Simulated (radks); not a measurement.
Isoelectronic series with 15 electrons, each ion in its NIST ground configuration. Calculated with a radial shooting solver on a logarithmic mesh with Libxc functionals: scalar-relativistic Kohn-Sham, PBE, spin-unpolarised, spherical densities, point nucleus. Total energies (hartree) and orbital eigenvalues (eV):

P: configuration [Ne] 3s2 3p3; E (hartree) -341.90216; 3p -5.5068; 3s -13.9694; 2p -124.4934
Ar3+: configuration [Ne] 3s2 3p3; E (hartree) -526.02164; 3p -49.9390; 3s -65.5858; 2p -278.2003
Sc6+: configuration [Ne] 3s2 3p3; E (hartree) -752.10691; 3p -124.0077; 3s -147.0252; 2p -496.4533
Cr9+: configuration [Ne] 3s2 3p3; E (hartree) -1020.34594; 3p -226.3123; 3s -256.9806; 2p -777.5655
Co12+: configuration [Ne] 3s2 3p3; E (hartree) -1331.06057; 3p -356.5294; 3s -395.2638; 2p -1121.252
Zn15+: configuration [Ne] 3s2 3p3; E (hartree) -1684.65507; 3p -514.6035; 3s -561.9741; 2p -1527.594
As18+: configuration [Ne] 3s2 3p3; E (hartree) -2081.60533; 3p -700.5904; 3s -757.3445; 2p -1996.840
Kr21+: configuration [Ne] 3s2 3p3; E (hartree) -2522.45737; 3p -914.6074; 3s -981.6968; 2p -2529.340
Mo27+: configuration [Ne] 3s2 3p3; E (hartree) -3538.41407; 3p -1427.403; 3s -1518.992; 2p -3785.880
Rh30+: configuration [Ne] 3s2 3p3; E (hartree) -4114.98590; 3p -1726.598; 3s -1832.928; 2p -4510.969
Cd33+: configuration [Ne] 3s2 3p3; E (hartree) -4738.40452; 3p -2054.649; 3s -2177.834; 2p -5301.401
Sb36+: configuration [Ne] 3s2 3p3; E (hartree) -5409.62311; 3p -2411.833; 3s -2554.387; 2p -6157.850
Xe39+: configuration [Ne] 3s2 3p3; E (hartree) -6129.69641; 3p -2798.454; 3s -2963.346; 2p -7081.044
La42+: configuration [Ne] 3s2 3p3; E (hartree) -6899.7906; 3p -3214.841; 3s -3405.559; 2p -8071.769
Nd45+: configuration [Ne] 3s2 3p3; E (hartree) -7721.1949; 3p -3661.352; 3s -3881.973; 2p -9130.870
Eu48+: configuration [Ne] 3s2 3p3; E (hartree) -8595.3352; 3p -4138.370; 3s -4393.646; 2p -10259.25
Dy51+: configuration [Ne] 3s2 3p3; E (hartree) -9523.7904; 3p -4646.308; 3s -4941.758; 2p -11457.88
Tm54+: configuration [Ne] 3s2 3p3; E (hartree) -10508.3116; 3p -5185.607; 3s -5527.631; 2p -12727.78
Hf57+: configuration [Ne] 3s2 3p3; E (hartree) -11550.8456; 3p -5756.738; 3s -6152.743; 2p -14070.04
Re60+: configuration [Ne] 3s2 3p3; E (hartree) -12653.5627; 3p -6360.200; 3s -6818.757; 2p -15485.82
Pt63+: configuration [Ne] 3s2 3p3; E (hartree) -13818.8911; 3p -6996.529; 3s -7527.545; 2p -16976.34
